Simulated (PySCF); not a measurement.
As3PSe3: core ionisation energies

Species: PAs3SeSeSe nortricyclane, As3PSe3.
Z-matrix (Å and degrees, PBE0-D3(BJ)/def2-SVP geometry), rows numbered from 1:
```
P 
Se  1  2.2481
As  2  2.3629  1  101.82
As  3  2.4720  2  102.48  1    30.53
Se  1  2.2482  2  101.94  3   -52.40
As  4  2.4705  3   60.01  2   -97.15
Se  1  2.2486  2  101.89  3    52.64
```

Level of theory: PySCF, delta-SCF UKS SCAN, pcX-2 on the ionised atom, pcseg-1 elsewhere, spin-free X2C. Each binding energy is the total energy of the core-ionised species, with the hole localised on one atom, minus that of the ground state; both are solved self-consistently, so orbital relaxation is included.

Give the core binding energies atom by atom.

```csv
atom(s),environment,level,binding energy (eV),2p1/2 (eV),count
P1,phosphorus bonded to 3 Se,P 2p3/2,137.15,138.04,1
P1,phosphorus bonded to 3 Se,P 1s,2150.85,–,1
```

Express the binding energy of P 1s of P1 in atomic units and per mole.

2150.85 eV = 79.0423 Eh = 207525 kJ/mol.

2p3/2 and 2p1/2 are the ΔSCF energy of one spin-free 2p hole plus the eigenvalues of a spin–orbit and ligand-field matrix of the shell. 2p1/2 minus 2p3/2 (ligand field included): P 0.89 eV. No level of arsenic or selenium is listed. Isolated species at its PBE0-D3(BJ)/def2-SVP geometry (one conformer only).
